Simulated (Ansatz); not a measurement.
CH4ClOSi, SMILES `CO[SiH]Cl` radical, relaxed with UKS PBE0-D4/def2-TZVP in Ansatz 0.2.0 from a PBE-D4/def2-SVP geometry. The force threshold is 0.005 eV/Å; the program also tests the step.

Charge 0, multiplicity 2.

Start:

```xyz
8

C    -0.178    1.033   -0.613
O     0.524   -0.194   -0.499
Si    0.023   -1.552    0.344
Cl   -0.561   -1.004    2.289
H    -1.007    0.959   -1.351
H    -0.600    1.360    0.363
H     0.533    1.807   -0.967
H     1.265   -2.408    0.434
```

```tsv
step	energy (eV)	largest force (eV/Å)	largest move (Å)
1	-23541.4677	0.891	0.000
2	-23541.5182	0.513	0.031
3	-23541.5299	0.067	0.020
4	-23541.5304	0.026	0.009
5	-23541.5307	0.018	0.009
6	-23541.5309	0.027	0.013
7	-23541.5312	0.027	0.025
8	-23541.5315	0.019	0.028
9	-23541.5316	0.036	0.025
10	-23541.5317	0.041	0.016
11	-23541.5318	0.043	0.023
12	-23541.5318	0.025	0.006
13	-23541.5319	0.011	0.004
14	-23541.5319	0.003	0.003
```

End:

```xyz
8

C    -0.168    1.038   -0.597
O     0.556   -0.165   -0.445
Si    0.050   -1.519    0.313
Cl   -0.656   -1.069    2.204
H    -1.050    0.890   -1.226
H    -0.484    1.432    0.373
H     0.489    1.763   -1.078
H     1.263   -2.370    0.456
```

Run time 46 s (4 threads of an Arm Neoverse V1 on a shared host); peak host memory 0.46 GiB.
